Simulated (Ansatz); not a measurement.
Geometry optimisation, RKS PBE/def2-SVP (Ansatz).

Input file:

```yaml
crystal:
  periodic: [false, false, false]
  atoms:
    - { symbol: B, position_ang: [0.0, 0.0, 0.0] }
    - { symbol: H, position_ang: [0.0, 0.0, 1.54] }
    - { symbol: "N", position_ang: [1.3423, 0.0, -0.775] }
    - { symbol: H, position_ang: [1.8089, -0.9179, -1.0268] }
    - { symbol: H, position_ang: [1.7937, 0.9179, -1.0532] }
    - { symbol: "N", position_ang: [-1.3423, 0.0, -0.775] }
    - { symbol: H, position_ang: [-2.0112, -0.8164, -0.6764] }
    - { symbol: H, position_ang: [-1.5914, 0.8164, -1.4036] }
    - { symbol: O, position_ang: [-0.2139, 1.6086, 0.5392] }
    - { symbol: H, position_ang: [-1.1525, 1.9139, 0.3252] }
    - { symbol: H, position_ang: [-0.1135, 0.8538, 1.537] }
basis:
  gaussian: { orbitals: def2-SVP }
hamiltonian:
  xc: pbe
relax:
  f_tol: 0.15
  max_steps: 25
  restrain:
    - { distance: [0, 8], at: 1.41, k: 30.0 }
    - { distance: [10, 1], at: 0.66, k: 30.0 }
    - { distance: [0, 1], at: 2.39, k: 30.0 }
    - { distance: [10, 8], at: 2.21, k: 30.0 }
```

Command:

```bash
$ ansatz run input.yaml --threads 2 --pin off --max-ram 3072MiB --backend cpu --events-out ev --progress --plain --runs-dir out
```

Problem. Where does it end, and by what steps?

Solution. It converged. The restraints hold the end off the free minimum. After 8 steps the energy has fallen by 4.462 eV (the restraints' own energy left out); H8 moved furthest, 0.87 Å.

```tsv
step	energy less start (eV)	largest force component (eV/Å)	accepted
0	0.0000	4.127	yes
1	-1.1070	5.296	yes
2	-2.4510	3.929	yes
3	-3.3609	2.141	yes
4	-3.8039	1.797	yes
5	-4.0827	1.869	yes
6	-4.2933	1.847	yes
7	-4.4076	1.902	yes
8	-4.4617	1.927	yes
```

```xyz
11
Properties=species:S:1:pos:R:3
B -0.089 0.593 -0.491
H -0.027 -0.013 1.832
N 1.185 -0.010 -0.696
H 1.352 -0.827 -1.278
H 2.031 0.492 -0.435
N -1.324 -0.089 -0.750
H -1.361 -1.012 -1.180
H -2.187 0.430 -0.898
O -0.073 1.908 -0.001
H -0.961 2.198 0.263
H -0.025 0.707 1.865
```

The run took 14 s on 2 threads of Arm Neoverse V1 (shared host), peak memory 0.12 GiB.
